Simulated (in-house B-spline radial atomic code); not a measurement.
Successive ionisation energies of tungsten; each step leads to the configuration of the next row (after the last: [Ar] 3d7). Dirac energy differences include first-order Breit, QED and recoil terms. NIST's values go from ground level to ground level; the uncertainty of those that are theory runs from under 0.1 % in few-electron ions to several per cent in heavy many-electron ones. Computed with an all-electron radial atomic-structure program (B-spline basis): Dirac-Hartree-Fock, average of the configuration, finite nuclei.

| ion | configuration | ionisation energy (eV) | tabulated value (eV) | tabulated kind | computed minus tabulated (eV) | highest orbital | largest mean radius (bohr) |
| --- | --- | --- | --- | --- | --- | --- | --- |
| W40+ | [Ar] 3d10 4s2 4p4 | 1970.8 | 1940.6 | semi-empirical | 30 | 4p3/2 | 0.41766 |
| W41+ | [Ar] 3d10 4s2 4p3 | 2026.8 | 1994.8 | semi-empirical | 32 | 4p3/2 | 0.41528 |
| W42+ | [Ar] 3d10 4s2 4p2 | ? | ? | semi-empirical | ? | ? | ? |
| W43+ | [Ar] 3d10 4s2 4p1 | 2140.3 | 2210 | semi-empirical | -70 | 4p3/2 | 0.41062 |
| W44+ | [Ar] 3d10 4s2 | 2351.5 | 2354.5 | semi-empirical | -3 | 4s1/2 | 0.39373 |
| W45+ | [Ar] 3d10 4s1 | ? | ? | semi-empirical | ? | ? | ? |
| W46+ | [Ar] 3d10 | 4078.2 | 4057 | measured | 21 | 3d5/2 | 0.19948 |
| W47+ | [Ar] 3d9 | 4207.1 | 4180 | semi-empirical | 27 | 3d5/2 | 0.19831 |
| W48+ | [Ar] 3d8 | 4337.7 | 4309 | semi-empirical | 29 | 3d5/2 | 0.19716 |

Q: Fill in the row of W42+.

A: ionisation energy (eV): 2083.3; tabulated value (eV): 2149.1; computed minus tabulated (eV): -66; highest orbital: 4p3/2; largest mean radius (bohr): 0.41293.

Q: Fill in the row of W45+.

A: ionisation energy (eV): 2413.0; tabulated value (eV): 2414.1; computed minus tabulated (eV): -1; highest orbital: 4s1/2; largest mean radius (bohr): 0.39161.

Q: Where is the largest jump?

A: From W45+ to W46+, by a factor of 1.69 (2413 to 4078.2 eV); the highest orbital goes from 4s1/2 to 3d5/2.

Where a p, d or f electron is removed, the computed value is a mean over both j, so it misses the tabulated one by a part of the spin-orbit splitting; averaging over terms and missing correlation add to the gap, relatively most at low charge.
